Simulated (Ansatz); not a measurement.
Two isomers of C2H7NSi: A = `C=C(N)[SiH3]`, B = `CN(C)[SiH]`.

Gas-phase electronic energies from Ansatz, PBE0-D4/def2-TZVP geometries. CCSD(T)/CBS adds triple-zeta CCSD(T) − MP2 to the extrapolated MP2 energy (def2 sets, frozen cores). Functionals use def2-TZVPP. B3LYP here is the variant with VWN-RPA as its local correlation; programs differ in this. Each species was taken in one conformer, which may not be the lowest.

(1) Which is lower in electronic energy at CCSD(T)/CBS, and by how much? (An estimate is asked.)

(2) Give E(B) − E(A) in kJ/mol with PBE0-D4, CCSD/def2-TZVPP, B2PLYP, B3LYP-D4, PBE-D4, r2SCAN-D4, ωB97M-V. (Estimate.)

(3) Does the order hold for the free energy at 298.15 K (harmonic terms from PBE0-D4)? (An estimate is asked.)

Largest T1 diagnostic: 0.015.

Results:

(1) The calculation gave: A, by 10.2 kJ/mol.

(2) The calculation gave: PBE0-D4 11.9, CCSD/def2-TZVPP 4.3, B2PLYP 12.5, B3LYP-D4 12.1, PBE-D4 10.4, r2SCAN-D4 23.0, ωB97M-V 6.1. None reverses the order clearly.

(3) The calculation gave: Yes: G(B) − G(A) = +28.2 kJ/mol, for one conformer each.

Leaving LDA and LC-ωPBE aside and taking each functional with its dispersion term where it has one, the values spread over 16.9 kJ/mol, from ωB97M-V to r2SCAN-D4. LDA lies −8.4 kJ/mol from PBE without D4. In def2-TZVPP, CCSD(T) changes the Hartree–Fock value by −20.6 kJ/mol (the triples alone add +0.3 kJ/mol) and MP2 by −15.1 kJ/mol.
